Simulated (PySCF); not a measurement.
BClGe₂H₆. Atoms are numbered in the order given.

```xyz
10

B     -0.3923    -0.2244     0.0005
Cl    -1.9218    -1.0895    -0.0061
Ge    -0.2459     1.5379    -1.0916
H      0.1970     1.1782    -2.5306
H     -1.5890     2.2929    -1.1851
H      0.8238     2.4874    -0.5085
Ge     1.1945    -1.0003     1.0948
H      1.2095    -0.3072     2.4790
H      1.0835    -2.5223     1.3246
H      2.5497    -0.6916     0.4201
```
Charge 0, spin multiplicity 1.

Coordinates come from a B3LYP-D3(BJ)/def2-SVP optimisation. This is a generated structure with no PubChem entry under its InChIKey; it may be hypothetical.

Vertical ionisation energy (IE) and electron affinity (EA) in eV. Rows of orbital energies are one-electron estimates. Where ΔSCF, EOM or ADC give a negative EA the extra electron is unbound and the value depends on the basis.

```csv
level,IE,EA
"−ε(HOMO), −ε(LUMO), HF/def2-TZVP (PySCF)",10.06,-0.94
"−ε(HOMO), −ε(LUMO), PBE/def2-TZVP (PySCF)",6.32,3.47
```
